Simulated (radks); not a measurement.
Initial-state core-level shifts of neutral silver when its valence configuration changes from [Kr] 4d10 5s1. Calculated with a radial shooting solver on a logarithmic mesh with Libxc functionals: Dirac Kohn-Sham, PBEsol, spin-unpolarised, spherical densities, finite nucleus; open shells are shared between the two j in proportion to 2j + 1; Fermi nuclear charge, rms radius 4.5454 fm. Shifts are changes of the shell-averaged eigenvalues in eV (positive: less bound); the change of the density at the nucleus, which sets a Mossbauer isomer shift, is in e/bohr^3, on a base of 1.455e+05.

valence,1s,2s,3d,4p,density at nucleus
4d10 5s0.5 5p0.5,-1.069,-1.034,-1.045,-1.092,-8.34
4d9 5s2,-4.279,-4.523,-4.471,-3.968,+26.01
4d10 5p1,-2.000,-1.932,-1.954,-2.046,-17.56
4d9 5s1 5p1,-6.132,-6.322,-6.287,-5.836,+7.12
4d8 5s1 5p2,-12.348,-12.813,-12.690,-11.501,+15.43
4d8 5p3,-13.770,-14.195,-14.088,-12.912,-10.55
4d9 5p2,-7.725,-7.863,-7.847,-7.442,-14.71
4d7 5s1 5p3,-18.831,-19.649,-19.376,-17.175,+24.95
4d7.5 5s1 5p2.5,-15.554,-16.186,-15.996,-14.335,+20.04
